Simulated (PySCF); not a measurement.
This PySCF input asks for the NMR shieldings of `CC(C)(C)BN`, C4H12BN; the geometry comes from PBE0-D3(BJ)/def2-SVP.

```python
import basis_set_exchange as bse
import numpy as np
from pyscf import gto, dft
from pyscf.prop import nmr

atoms = """
C     0.113583   -0.743491    1.324141
C     0.523881   -0.056683    0.021151
C     1.469879   -0.972255   -0.767235
C     1.247176    1.259086    0.337909
B    -0.715422    0.283205   -0.917097
N    -2.028758   -0.023155   -0.574648
H     0.992874   -0.967229    1.952333
H    -0.559196   -0.109238    1.925491
H    -0.400432   -1.701144    1.136278
H     1.795252   -0.501271   -1.708269
H     0.990778   -1.931395   -1.023343
H     2.375141   -1.202071   -0.177601
H     2.150830    1.074130    0.945609
H     0.604466    1.952100    0.905076
H     1.563698    1.776024   -0.581746
H    -0.525983    0.833085   -1.984095
H    -2.820116    0.190160   -1.166527
H    -2.281765   -0.480352    0.292546
"""
names = dict.fromkeys(["C", "B", "N", "H"], "pcSseg-1")
basis = {el: gto.basis.parse(bse.get_basis(n, elements=[el], fmt="nwchem")) for el, n in names.items()}
mol = gto.M(atom=atoms, basis=basis, charge=0, verbose=0)
mf = dft.RKS(mol, xc="PBE0")
mf.grids.level = 2
mf.grids.alignment = dft.numint.BLKSIZE   # the property module wants whole blocks of grid points
mf.conv_tol = 1e-9
mf.kernel()

calc = nmr.RKS(mf)   # GIAO
C = mf.mo_coeff
Co = C[:, mf.mo_occ > 0]
resp = mf.gen_response(singlet=True, hermi=2)
def vind(x):   # induced exchange potential for any number of trial vectors
    d = np.einsum("pi,xij,qj->xpq", C, 2 * x.reshape(-1, C.shape[1], Co.shape[1]), Co, optimize=True)
    return np.einsum("xpq,pi,qj->xij", resp(d - d.transpose(0, 2, 1)), C, Co, optimize=True).ravel()
mo1, _ = nmr.rhf.solve_mo1(calc, with_cphf=vind)
sigma = calc.kernel(mo1)
for i, s in enumerate(sigma):   # ppm
    print("%2d %-2s %9.2f" % (i, mol.atom_pure_symbol(i), np.trace(s) / 3))
```

Problem. What does it print?

Solution. 
```
 0 C     159.13
 1 C     163.78
 2 C     156.51
 3 C     156.49
 4 B      57.42
 5 N     157.51
 6 H      30.52
 7 H      30.41
 8 H      30.41
 9 H      30.17
10 H      30.56
11 H      30.53
12 H      30.53
13 H      30.56
14 H      30.17
15 H      26.50
16 H      27.30
17 H      27.45
```

These numbers come from an equivalent density-fitted implementation of the same equations, which agrees with the script to about 0.01 ppm for H and up to a few tenths of a ppm for heavy atoms, so last digits may differ.

Size and cost of the density-fitted run: 162 basis functions, 15 s wall time on 1 thread of an Arm Neoverse V2, shared host.
